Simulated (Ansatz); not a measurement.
Computed with Ansatz on PBE0-D4/def2-TZVP structures; ΔE is electronic, products minus reactants. CCSD(T)/CBS adds triple-zeta CCSD(T) − MP2 to the extrapolated MP2 energy (def2 sets, frozen cores). This one scheme is used for every species. DFT in def2-TZVPP. B3LYP here is the variant with VWN-RPA as its local correlation; programs differ in this. Each species was taken in one conformer, which may not be the lowest.

Consider the ligand exchange at the Si–O bond: `O[SiH2]O[SiH]1C=C1` + `BN` → `BN[SiH2]O` + `O[SiH]1C=C1`.

```json
{"level": "PBE-D4", "ΔE (kJ/mol)": "61.2", "difference from CCSD(T)/CBS": "-3.9"}
{"level": "r2SCAN-D4", "ΔE (kJ/mol)": "67.3", "difference from CCSD(T)/CBS": "2.2"}
{"level": "PBE0-D4", "ΔE (kJ/mol)": "63.6", "difference from CCSD(T)/CBS": "-1.5"}
{"level": "B3LYP-D4", "ΔE (kJ/mol)": "69.6", "difference from CCSD(T)/CBS": "4.5"}
{"level": "ωB97X-V", "ΔE (kJ/mol)": "65.8", "difference from CCSD(T)/CBS": "0.7"}
{"level": "ωB97M-V", "ΔE (kJ/mol)": "65.2", "difference from CCSD(T)/CBS": "0.1"}
{"level": "B2PLYP", "ΔE (kJ/mol)": "67.8", "difference from CCSD(T)/CBS": "2.7"}
{"level": "PBE", "ΔE (kJ/mol)": "60.7", "difference from CCSD(T)/CBS": "-4.4"}
{"level": "r2SCAN", "ΔE (kJ/mol)": "66.8", "difference from CCSD(T)/CBS": "1.7"}
{"level": "PBE0", "ΔE (kJ/mol)": "62.8", "difference from CCSD(T)/CBS": "-2.3"}
{"level": "B3LYP", "ΔE (kJ/mol)": "68.9", "difference from CCSD(T)/CBS": "3.8"}
{"level": "HF/def2-TZVPP", "ΔE (kJ/mol)": "75.0", "difference from CCSD(T)/CBS": "9.9"}
{"level": "MP2/def2-TZVPP", "ΔE (kJ/mol)": "64.3", "difference from CCSD(T)/CBS": "-0.8"}
{"level": "SCS-MP2/def2-TZVPP", "ΔE (kJ/mol)": "66.4", "difference from CCSD(T)/CBS": "1.3"}
{"level": "CCSD/def2-TZVPP", "ΔE (kJ/mol)": "66.7", "difference from CCSD(T)/CBS": "1.6"}
{"level": "CCSD(T)/def2-TZVPP", "ΔE (kJ/mol)": "65.1", "difference from CCSD(T)/CBS": "0.0"}
{"level": "HF/def2-QZVPP", "ΔE (kJ/mol)": "76.4", "difference from CCSD(T)/CBS": "11.3"}
{"level": "MP2/def2-QZVPP", "ΔE (kJ/mol)": "64.8", "difference from CCSD(T)/CBS": "-0.3"}
{"level": "SCS-MP2/def2-QZVPP", "ΔE (kJ/mol)": "66.9", "difference from CCSD(T)/CBS": "1.8"}
{"level": "HF/CBS(def2)", "ΔE (kJ/mol)": "76.6", "difference from CCSD(T)/CBS": "11.5"}
{"level": "MP2/CBS(def2)", "ΔE (kJ/mol)": "64.4", "difference from CCSD(T)/CBS": "-0.7"}
{"level": "CCSD/CBS(def2)", "ΔE (kJ/mol)": "66.8", "difference from CCSD(T)/CBS": "1.7"}
{"level": "CCSD(T)/CBS", "ΔE (kJ/mol)": "65.1", "difference from CCSD(T)/CBS": "0"}
```

Largest T1 diagnostic among the species: 0.012.

In def2-TZVPP, CCSD(T) changes the Hartree–Fock value by −10.0 kJ/mol (the triples alone add −1.7 kJ/mol) and MP2 by −10.7 kJ/mol.
